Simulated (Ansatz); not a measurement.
CH$_{5}$AlO$_{2}$Si, SMILES `O=[C]([AlH2])O[SiH3]`, relaxed with RKS PBE0-D4/def2-TZVP in Ansatz from a PBE-D4/def2-SVP geometry. The force threshold is 0.005 eV/Å; the program also tests the step.

Total charge 0; spin multiplicity 1.

Start:

```xyz
10

O     1.462    0.567   -0.139
C     0.257    0.641    0.067
Al   -0.728    2.355    0.535
O    -0.530   -0.471    0.001
Si    0.297   -1.961   -0.391
H    -2.306    2.333    0.783
H     0.150    3.683    0.620
H     0.920   -1.887   -1.752
H     1.306   -2.309    0.660
H    -0.827   -2.950   -0.386
```

| step | energy (eV) | largest force (eV/Å) | largest move (Å) |
| --- | --- | --- | --- |
| 1 | -19677.8906 | 0.959 | 0.000 |
| 2 | -19677.9372 | 0.526 | 0.037 |
| 3 | -19677.9468 | 0.149 | 0.017 |
| 4 | -19677.9480 | 0.085 | 0.016 |
| 5 | -19677.9487 | 0.060 | 0.022 |
| 6 | -19677.9489 | 0.006 | 0.003 |
| 7 | -19677.9489 | 0.001 | 0.001 |

End:

```xyz
10

O     1.440    0.572   -0.130
C     0.248    0.627    0.070
Al   -0.723    2.338    0.527
O    -0.510   -0.488   -0.005
Si    0.288   -1.938   -0.387
H    -2.283    2.314    0.778
H     0.159    3.644    0.611
H     0.906   -1.862   -1.730
H     1.288   -2.279    0.650
H    -0.813   -2.928   -0.383
```

Hardware: 4 threads of an Arm Neoverse V2 on a shared host. Wall time 24 s, peak host memory 0.5 GiB.
